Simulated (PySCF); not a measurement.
**Relaxation of singlet HfCl4**

Method: PySCF, B3LYP, basis Hf def2-SVP with ECP60, Cl def2-SVP (scalar-relativistic core potentials, no spin–orbit coupling, density fitting). A (50,194) grid was used.

A hand-made square planar start, of D4h symmetry, held to at least that symmetry:

Coordinates in bohr (charge 0 multiplicity 1):
```
Hf    0.0000    0.0000    0.0000
Cl    4.7432    0.0000    0.0000
Cl    0.0000    4.7432    0.0000
Cl   -4.7432    0.0000    0.0000
Cl    0.0000   -4.7432    0.0000
```

Q: What does it relax to?

A: It ends at D4h with Hf–Cl 2.389 Å (×4); Cl–Hf–Cl 90.0° (×4), Cl–Hf–Cl 180.0° (×2). A frequency run shows 2 imaginary modes, down to 118i cm⁻¹, so it is a higher-order saddle point. Other isomers or separated fragments may lie lower.

Q: How much energy is released, and in how many steps?

A: 41.9 kJ/mol in 4 steps.

With an element this heavy the missing spin–orbit coupling can shift these numbers.

The relaxation took roughly 40 core-seconds on a shared host.
